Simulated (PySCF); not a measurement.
C₅H₇, doublet, geometry from GFN2-xTB; R2SCAN/STO-3G (PySCF).

PySCF was given this input:
```python
from pyscf import gto, scf, dft

mol = gto.M(
    atom='''
C    -0.00592064    0.06255727    0.04919876
C     0.05276925    0.74146840    1.29776337
C    -0.04143606   -0.73565075    1.32173897
C     0.71684363    0.01914460   -1.25871358
C    -0.78709602    0.06699964   -1.21998696
H     0.71989492    1.44391333    1.74538562
H    -0.98300469   -1.19090749    1.60534724
H     0.81949464   -1.32985821    1.61492175
H     1.19255360   -0.91053662   -1.53692256
H     1.25302117    0.90112219   -1.57731201
H    -1.33584518   -0.82610055   -1.48128458
H    -1.27707539    0.98525249   -1.51013864
''',
    basis='sto-3g',
    spin=1,
    verbose=4,
)

mf = dft.UKS(mol)
mf.xc = 'r2scan'
mf.diis_space = 4
mf.kernel()
mf.analyze()
```

The log (banner, timings and long lists left out):

```
PySCF version 2.14.0

[INPUT] verbose = 4
[INPUT] num. atoms = 12
[INPUT] num. electrons = 37
[INPUT] charge = 0
[INPUT] spin (= nelec alpha-beta = 2S) = 1
[INPUT] symmetry False subgroup None
[INPUT] Mole.unit = angstrom
[INPUT] Symbol           X                Y                Z      unit          X                Y                Z       unit  Magmom
[...]
nuclear repulsion = 162.180070393647
number of shells = 22
number of NR pGTOs = 96
number of NR cGTOs = 32
basis = sto-3g
ecp = {}

******** <class 'pyscf.dft.uks.UKS'> ********
method = UKS
initial guess = minao
damping factor = 0
level_shift factor = 0
DIIS = <class 'pyscf.scf.diis.CDIIS'>
diis_start_cycle = 1
diis_space = 4
diis_damp = 0
SCF conv_tol = 1e-09
SCF conv_tol_grad = None
SCF max_cycles = 50
direct_scf = True
direct_scf_tol = 1e-13
number electrons alpha = 19  beta = 18
XC library pyscf.dft.libxc version 7.1.2
    S. Lehtola, C. Steigemann, M. J. T. Oliveira, and M. A. L. Marques,  SoftwareX 7, 1–5 (2018)
XC functionals = r2scan
    J. W. Furness, A. D. Kaplan, J. Ning, J. P. Perdew, and J. Sun,  J. Phys. Chem. Lett. 11, 8208–8215 (2020)
    J. W. Furness, A. D. Kaplan, J. Ning, J. P. Perdew, and J. Sun,  J. Phys. Chem. Lett. 11, 9248–9248 (2020)
    J. W. Furness, A. D. Kaplan, J. Ning, J. P. Perdew, and J. Sun,  J. Phys. Chem. Lett. 11, 8208–8215 (2020)
    J. W. Furness, A. D. Kaplan, J. Ning, J. P. Perdew, and J. Sun,  J. Phys. Chem. Lett. 11, 9248–9248 (2020)
radial grids:
    Treutler-Ahlrichs [JCP 102, 346 (1995); DOI:10.1063/1.469408] (M4) radial grids

becke partition: Becke, JCP 88, 2547 (1988); DOI:10.1063/1.454033
pruning grids: <function nwchem_prune>
grids dens level: 3
symmetrized grids: False
atomic radii adjust function: <function treutler_atomic_radii_adjust>
small_rho_cutoff = 0
Set gradient conv threshold to 3.16228e-05
tot grids = 139248
init E= -192.840817293566

cycle= 1 E= -192.109381120371  delta_E= 0.731  |g|= 0.11  |ddm|= 3.24
cycle= 2 E= -192.11823704335  delta_E= -0.00886  |g|= 0.0777  |ddm|= 0.313
cycle= 3 E= -192.122358685262  delta_E= -0.00412  |g|= 0.0169  |ddm|= 0.131
cycle= 4 E= -192.122540894057  delta_E= -0.000182  |g|= 0.00994  |ddm|= 0.0367
cycle= 5 E= -192.122615127609  delta_E= -7.42e-05  |g|= 0.00172  |ddm|= 0.0174
cycle= 6 E= -192.122619307263  delta_E= -4.18e-06  |g|= 0.00055  |ddm|= 0.00563
cycle= 7 E= -192.122619484782  delta_E= -1.78e-07  |g|= 0.000412  |ddm|= 0.00144
[...]
converged SCF energy = -192.122619602564  <S^2> = 0.75534705  2S+1 = 2.0053399
Total Energy =                        -192.122619602564470
[...]
spin_pop of  0 C 2py      -0.00972
spin_pop of  0 C 2pz      -0.00994
spin_pop of  1 C 1s       -0.00002
spin_pop of  1 C 2s        0.11264
spin_pop of  1 C 2px       0.66702
spin_pop of  1 C 2py       0.11664
spin_pop of  1 C 2pz       0.06174
spin_pop of  2 C 1s        0.00000
spin_pop of  2 C 2s       -0.00744
spin_pop of  2 C 2px      -0.01020
spin_pop of  2 C 2py      -0.02300
spin_pop of  2 C 2pz       0.00189
spin_pop of  3 C 1s       -0.00000
spin_pop of  3 C 2s        0.00624
spin_pop of  3 C 2px      -0.00049
spin_pop of  3 C 2py       0.00178
spin_pop of  3 C 2pz       0.04909
spin_pop of  4 C 1s       -0.00000
spin_pop of  4 C 2s        0.00812
spin_pop of  4 C 2px       0.00027
spin_pop of  4 C 2py       0.00237
spin_pop of  4 C 2pz       0.05560
spin_pop of  5 H 1s       -0.02720
spin_pop of  6 H 1s        0.02697
spin_pop of  7 H 1s        0.02104
spin_pop of  8 H 1s        0.00140
spin_pop of  9 H 1s       -0.00294
spin_pop of  10 H 1s       -0.00272
spin_pop of  11 H 1s       -0.00045
 ** Mulliken Spin Density (per atom)  **
spin density of  0 C =     -0.05836
spin density of  1 C =      0.95802
spin density of  2 C =     -0.03875
spin density of  3 C =      0.05662
spin density of  4 C =      0.06637
spin density of  5 H =     -0.02720
spin density of  6 H =      0.02697
spin density of  7 H =      0.02104
spin density of  8 H =      0.00140
spin density of  9 H =     -0.00294
spin density of  10 H =     -0.00272
spin density of  11 H =     -0.00045
 ** Mulliken pop alpha/beta on meta-lowdin orthogonal AOs **
 ** Mulliken pop       alpha | beta **
[...]
In total            19.00000 | 18.00000
 ** Mulliken atomic charges   ( Nelec_alpha | Nelec_beta ) **
charge of  0C =     -0.01652  (     2.97908      3.03744 )
charge of  1C =     -0.05759  (     3.50781      2.54978 )
charge of  2C =     -0.11294  (     3.03710      3.07584 )
charge of  3C =     -0.10617  (     3.08140      3.02478 )
charge of  4C =     -0.10377  (     3.08507      3.01870 )
charge of  5H =      0.05738  (     0.45771      0.48491 )
charge of  6H =      0.05568  (     0.48564      0.45868 )
charge of  7H =      0.05286  (     0.48409      0.46305 )
charge of  8H =      0.05773  (     0.47183      0.47043 )
charge of  9H =      0.05741  (     0.46983      0.47276 )
charge of  10H =      0.05794  (     0.46967      0.47239 )
charge of  11H =      0.05799  (     0.47078      0.47123 )
Dipole moment(X, Y, Z, Debye):  0.30461, -0.12770, -0.22270
```
